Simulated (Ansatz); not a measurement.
Ansatz (a quantum-chemistry and plane-wave program) input for ClGeH₆NSi, SMILES [GeH3][Si@@H](N)Cl, PBE0-D3(BJ)/def2-SVP. 

Ansatz 0.2 input:
```yaml
crystal:
  periodic: [false, false, false]
  atoms:
    - {symbol: N, position_ang: [-1.79439738, 0.87517117, 0.78499642]}
    - {symbol: Si, position_ang: [-0.82393820, -0.40313161, 0.17532915]}
    - {symbol: Cl, position_ang: [-1.23240798, -0.50209190, -1.79474459]}
    - {symbol: Ge, position_ang: [1.39349874, 0.20491859, 0.54861956]}
    - {symbol: H, position_ang: [-2.77936044, 0.91467443, 0.57797875]}
    - {symbol: H, position_ang: [-1.60689049, 1.25240069, 1.69908715]}
    - {symbol: H, position_ang: [-1.13434736, -1.73584694, 0.71004314]}
    - {symbol: H, position_ang: [2.38177012, -0.89738113, 0.32446111]}
    - {symbol: H, position_ang: [1.93134092, 1.33594083, -0.27019598]}
    - {symbol: H, position_ang: [1.66237952, 0.62602426, 1.96387518]}
basis:
  gaussian:
    orbitals: def2-SVP
hamiltonian:
  xc: pbe0
  dispersion: d3bj
relax: {f_tol: 0.002, max_steps: 200}
```

Program output:

```
[...]
relax step  13: F+E_penalty+E_count = -78477.62761127 eV  Δ(F+E_penalty+E_count) = -8.830e-3 eV  max|allowed force component| = 2.088e-1 eV/Å  Δτ_max = 0.1000 Å  (25 SCF iters, accepted)
these checks for a lower state are left out or cut short: starts, cluster_reference, orbital_swaps, neighbouring_geometries, increment
integrals: 0.07 GiB planned
1175 factors; integrals over basis functions are off by at most 7.3e-4 eV
mean field: 0.60 GiB planned
mean field evaluation 96: about -78477.4054 eV, gradient 1.8e-5 eV
mean field -78477.40536440 eV, -2883.9914532458 hartree, gradient 1.8e-5 eV, S^2 0.000000; 0 other end points of the search recorded, 0 dependent functions left out
the calculation of the forces begins
reference -78477.40539335 eV, -2883.9914543097 hartree; 38, 38 occupied and 74, 74 virtual orbitals, 1175 factors
relax step  14: F+E_penalty+E_count = -78477.63118093 eV  Δ(F+E_penalty+E_count) = -3.570e-3 eV  max|allowed force component| = 1.145e-1 eV/Å  Δτ_max = 0.1500 Å  (26 SCF iters, accepted)
these checks for a lower state are left out or cut short: starts, cluster_reference, orbital_swaps, neighbouring_geometries, increment
integrals: 0.07 GiB planned
1175 factors; integrals over basis functions are off by at most 7.1e-4 eV
mean field: 0.60 GiB planned
mean field -78477.40846152 eV, -2883.9915670630 hartree, gradient 5.5e-5 eV, S^2 0.000000; 0 other end points of the search recorded, 0 dependent functions left out
the calculation of the forces begins
reference -78477.40849050 eV, -2883.9915681277 hartree; 38, 38 occupied and 74, 74 virtual orbitals, 1175 factors
relax step  15: F+E_penalty+E_count = -78477.63301829 eV  Δ(F+E_penalty+E_count) = -1.837e-3 eV  max|allowed force component| = 9.027e-2 eV/Å  Δτ_max = 0.0762 Å  (24 SCF iters, accepted)
these checks for a lower state are left out or cut short: starts, cluster_reference, orbital_swaps, neighbouring_geometries, increment
integrals: 0.07 GiB planned
1175 factors; integrals over basis functions are off by at most 6.8e-4 eV
mean field: 0.60 GiB planned
mean field -78477.41001841 eV, -2883.9916242774 hartree, gradient 5.1e-5 eV, S^2 0.000000; 0 other end points of the search recorded, 0 dependent functions left out
the calculation of the forces begins
reference -78477.41004740 eV, -2883.9916253428 hartree; 38, 38 occupied and 74, 74 virtual orbitals, 1175 factors
relax step  16: F+E_penalty+E_count = -78477.63538804 eV  Δ(F+E_penalty+E_count) = -2.370e-3 eV  max|allowed force component| = 1.727e-1 eV/Å  Δτ_max = 0.0337 Å  (25 SCF iters, accepted)
these checks for a lower state are left out or cut short: starts, cluster_reference, orbital_swaps, neighbouring_geometries, increment
integrals: 0.07 GiB planned
1175 factors; integrals over basis functions are off by at most 6.9e-4 eV
mean field: 0.60 GiB planned
mean field -78477.41228200 eV, -2883.9917074627 hartree, gradient 5.1e-5 eV, S^2 0.000000; 0 other end points of the search recorded, 0 dependent functions left out
the calculation of the forces begins
reference -78477.41231094 eV, -2883.9917085263 hartree; 38, 38 occupied and 74, 74 virtual orbitals, 1175 factors
relax step  17: F+E_penalty+E_count = -78477.63804115 eV  Δ(F+E_penalty+E_count) = -2.653e-3 eV  max|allowed force component| = 2.448e-2 eV/Å  Δτ_max = 0.0708 Å  (24 SCF iters, accepted)
these checks for a lower state are left out or cut short: starts, cluster_reference, orbital_swaps, neighbouring_geometries, increment
integrals: 0.07 GiB planned
1175 factors; integrals over basis functions are off by at most 6.7e-4 eV
mean field: 0.60 GiB planned
mean field -78477.41199481 eV, -2883.9916969089 hartree, gradient 5.1e-5 eV, S^2 0.000000; 0 other end points of the search recorded, 0 dependent functions left out
the calculation of the forces begins
reference -78477.41202375 eV, -2883.9916979725 hartree; 38, 38 occupied and 74, 74 virtual orbitals, 1175 factors
relax step  18: F+E_penalty+E_count = -78477.63792182 eV  Δ(F+E_penalty+E_count) = +1.193e-4 eV  max|allowed force component| = 1.414e-1 eV/Å  Δτ_max = 0.0307 Å  (25 SCF iters, rejected (line search))
these checks for a lower state are left out or cut short: starts, cluster_reference, orbital_swaps, neighbouring_geometries, increment
integrals: 0.07 GiB planned
1175 factors; integrals over basis functions are off by at most 6.8e-4 eV
mean field: 0.60 GiB planned
mean field -78477.41257198 eV, -2883.9917181196 hartree, gradient 2.1e-5 eV, S^2 0.000000; 0 other end points of the search recorded, 0 dependent functions left out
the calculation of the forces begins
reference -78477.41260092 eV, -2883.9917191831 hartree; 38, 38 occupied and 74, 74 virtual orbitals, 1175 factors
relax step  19: F+E_penalty+E_count = -78477.63834824 eV  Δ(F+E_penalty+E_count) = -3.071e-4 eV  max|allowed force component| = 1.014e-2 eV/Å  Δτ_max = 0.0151 Å  (22 SCF iters, accepted)
these checks for a lower state are left out or cut short: starts, cluster_reference, orbital_swaps, neighbouring_geometries, increment
integrals: 0.07 GiB planned
1175 factors; integrals over basis functions are off by at most 6.5e-4 eV
mean field: 0.60 GiB planned
mean field -78477.41283873 eV, -2883.9917279224 hartree, gradient 5.0e-5 eV, S^2 0.000000; 0 other end points of the search recorded, 0 dependent functions left out
the calculation of the forces begins
reference -78477.41286766 eV, -2883.9917289854 hartree; 38, 38 occupied and 74, 74 virtual orbitals, 1175 factors
relax step  20: F+E_penalty+E_count = -78477.63878230 eV  Δ(F+E_penalty+E_count) = -4.341e-4 eV  max|allowed force component| = 4.817e-2 eV/Å  Δτ_max = 0.0600 Å  (24 SCF iters, accepted)
these checks for a lower state are left out or cut short: starts, cluster_reference, orbital_swaps, neighbouring_geometries, increment
integrals: 0.07 GiB planned
1175 factors; integrals over basis functions are off by at most 6.4e-4 eV
mean field: 0.60 GiB planned
mean field evaluation 128: about -78477.4044 eV, gradient 3.6e-1 eV
mean field -78477.41299927 eV, -2883.9917338220 hartree, gradient 8.1e-6 eV, S^2 0.000000; 0 other end points of the search recorded, 0 dependent functions left out
the calculation of the forces begins
reference -78477.41302819 eV, -2883.9917348849 hartree; 38, 38 occupied and 74, 74 virtual orbitals, 1175 factors
relax step  21: F+E_penalty+E_count = -78477.63890710 eV  Δ(F+E_penalty+E_count) = -1.248e-4 eV  max|allowed force component| = 3.463e-2 eV/Å  Δτ_max = 0.0121 Å  (22 SCF iters, accepted)
these checks for a lower state are left out or cut short: starts, cluster_reference, orbital_swaps, neighbouring_geometries, increment
integrals: 0.07 GiB planned
1175 factors; integrals over basis functions are off by at most 6.6e-4 eV
mean field: 0.60 GiB planned
mean field -78477.41305603 eV, -2883.9917359080 hartree, gradient 4.9e-5 eV, S^2 0.000000; 0 other end points of the search recorded, 0 dependent functions left out
the calculation of the forces begins
reference -78477.41308494 eV, -2883.9917369703 hartree; 38, 38 occupied and 74, 74 virtual orbitals, 1175 factors
relax step  22: F+E_penalty+E_count = -78477.63890802 eV  Δ(F+E_penalty+E_count) = -9.206e-7 eV  max|allowed force component| = 3.661e-2 eV/Å  Δτ_max = 0.0145 Å  (25 SCF iters, accepted)
these checks for a lower state are left out or cut short: starts, cluster_reference, orbital_swaps, neighbouring_geometries, increment
integrals: 0.07 GiB planned
1175 factors; integrals over basis functions are off by at most 6.4e-4 eV
mean field: 0.60 GiB planned
mean field -78477.41323700 eV, -2883.9917425587 hartree, gradient 7.6e-6 eV, S^2 0.000000; 0 other end points of the search recorded, 0 dependent functions left out
the calculation of the forces begins
reference -78477.41326592 eV, -2883.9917436211 hartree; 38, 38 occupied and 74, 74 virtual orbitals, 1175 factors
relax step  23: F+E_penalty+E_count = -78477.63906913 eV  Δ(F+E_penalty+E_count) = -1.611e-4 eV  max|allowed force component| = 7.358e-3 eV/Å  Δτ_max = 0.0079 Å  (24 SCF iters, accepted)
these checks for a lower state are left out or cut short: starts, cluster_reference, orbital_swaps, neighbouring_geometries, increment
integrals: 0.07 GiB planned
1175 factors; integrals over basis functions are off by at most 6.4e-4 eV
mean field: 0.60 GiB planned
mean field -78477.41320848 eV, -2883.9917415106 hartree, gradient 5.4e-5 eV, S^2 0.000000; 0 other end points of the search recorded, 0 dependent functions left out
the calculation of the forces begins
reference -78477.41323739 eV, -2883.9917425730 hartree; 38, 38 occupied and 74, 74 virtual orbitals, 1175 factors
relax step  24: F+E_penalty+E_count = -78477.63907769 eV  Δ(F+E_penalty+E_count) = -8.557e-6 eV  max|allowed force component| = 4.920e-3 eV/Å  Δτ_max = 0.0035 Å  (20 SCF iters, accepted)
these checks for a lower state are left out or cut short: starts, cluster_reference, orbital_swaps, neighbouring_geometries, increment
integrals: 0.07 GiB planned
1175 factors; integrals over basis functions are off by at most 6.4e-4 eV
mean field: 0.60 GiB planned
mean field -78477.41321959 eV, -2883.9917419187 hartree, gradient 6.1e-6 eV, S^2 0.000000; 0 other end points of the search recorded, 0 dependent functions left out
the calculation of the forces begins
reference -78477.41324850 eV, -2883.9917429811 hartree; 38, 38 occupied and 74, 74 virtual orbitals, 1175 factors
relax step  25: F+E_penalty+E_count = -78477.63908310 eV  Δ(F+E_penalty+E_count) = -5.416e-6 eV  max|allowed force component| = 2.093e-3 eV/Å  Δτ_max = 0.0054 Å  (22 SCF iters, accepted)
these checks for a lower state are left out or cut short: starts, cluster_reference, orbital_swaps, neighbouring_geometries, increment
integrals: 0.07 GiB planned
1175 factors; integrals over basis functions are off by at most 6.4e-4 eV
mean field: 0.60 GiB planned
mean field -78477.41321992 eV, -2883.9917419310 hartree, gradient 2.0e-5 eV, S^2 0.000000; 0 other end points of the search recorded, 0 dependent functions left out
the calculation of the forces begins
reference -78477.41324884 eV, -2883.9917429935 hartree; 38, 38 occupied and 74, 74 virtual orbitals, 1175 factors
relax step  26: F+E_penalty+E_count = -78477.63908375 eV  Δ(F+E_penalty+E_count) = -6.428e-7 eV  max|allowed force component| = 1.206e-3 eV/Å  Δτ_max = 0.0022 Å  (19 SCF iters, accepted)
integrals: 0.07 GiB planned
1175 factors; integrals over basis functions are off by at most 6.4e-4 eV
mean field: 0.60 GiB planned
mean field evaluation 160: about -78477.4132 eV, gradient 2.0e-5 eV
mean field -78477.41321992 eV, -2883.9917419310 hartree, gradient 2.0e-5 eV, S^2 0.000000; 1 other end points of the search recorded, 0 dependent functions left out
the calculation of the forces begins
reference -78477.41324884 eV, -2883.9917429935 hartree; 38, 38 occupied and 74, 74 virtual orbitals, 1175 factors
Total energy: -78477.63911266 eV, -2884.0000433358 hartree
Atom 0 at    -1.817753     0.827888     0.931286 Å, force     0.000065    -0.000405     0.000191 eV/Å
Atom 1 at    -0.822774    -0.397209     0.252717 Å, force     0.000386     0.001131    -0.001206 eV/Å
Atom 2 at    -1.012156    -0.621328    -1.825814 Å, force    -0.000091     0.000018     0.000439 eV/Å
Atom 3 at     1.450964     0.162723     0.634288 Å, force     0.000703     0.000224     0.000146 eV/Å
Atom 4 at    -2.818266     0.677825     1.012850 Å, force    -0.000544     0.000163     0.000130 eV/Å
Atom 5 at    -1.613589     1.803477     0.742687 Å, force     0.000300    -0.000084    -0.000229 eV/Å
Atom 6 at    -1.250503    -1.696574     0.838953 Å, force     0.000000    -0.000602     0.000391 eV/Å
Atom 7 at     2.383805    -0.818641    -0.094664 Å, force    -0.000487     0.000503     0.000525 eV/Å
Atom 8 at     1.711261     1.581045     0.089614 Å, force    -0.000334    -0.000857     0.000269 eV/Å
Atom 9 at     1.786659     0.151473     2.137533 Å, force     0.000002    -0.000092    -0.000657 eV/Å
Dipole moment:    -0.212586     0.241297     0.283697 e Å
```

The calculation finished and met its thresholds.
